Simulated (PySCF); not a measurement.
C4H9F.

```xyz
14

C      1.2670     0.7315    -0.4374
C      0.0000     0.0000     0.0029
C      0.0000    -1.4630    -0.4374
C     -1.2670     0.7315    -0.4374
F      0.0000     0.0000     1.4185
H      1.3389     0.7730    -1.5426
H      1.2669     1.7683    -0.0471
H      2.1649     0.2130    -0.0471
H      0.0000    -1.5460    -1.5426
H     -0.8980    -1.9813    -0.0471
H      0.8980    -1.9813    -0.0471
H     -1.2669     1.7683    -0.0471
H     -1.3389     0.7730    -1.5426
H     -2.1649     0.2130    -0.0471
```
Charge 0, spin multiplicity 1.

Geometry: PBE-D3(BJ)/def2-SVP.

These are PySCF with PBE/pcSseg-1 values and carry that method's errors. Non-relativistic, no solvent.

Question: Give the absolute GIAO shielding of each atom: isotropic value and principal components (ppm). (An estimate is asked for; the answer gives what the named calculation found.)

Answer: 
```csv
atom,σ(iso),σ11,σ22,σ33,span
C1,148.0,131.9,132.5,179.6,47.7
C2,81.7,51.3,51.3,142.6,91.3
C3,148.0,131.9,132.5,179.6,47.7
C4,148.0,131.9,132.5,179.6,47.7
F5,317.8,301.1,301.1,351.1,50.1
H6,29.9,26.9,27.8,35.0,8.1
H7,29.5,26.3,27.8,34.5,8.2
H8,29.5,26.3,27.8,34.5,8.2
H9,29.9,26.9,27.8,35.0,8.1
H10,29.5,26.3,27.8,34.5,8.2
H11,29.5,26.3,27.8,34.5,8.2
H12,29.5,26.3,27.8,34.5,8.2
H13,29.9,26.9,27.8,35.0,8.1
H14,29.5,26.3,27.8,34.5,8.2
```
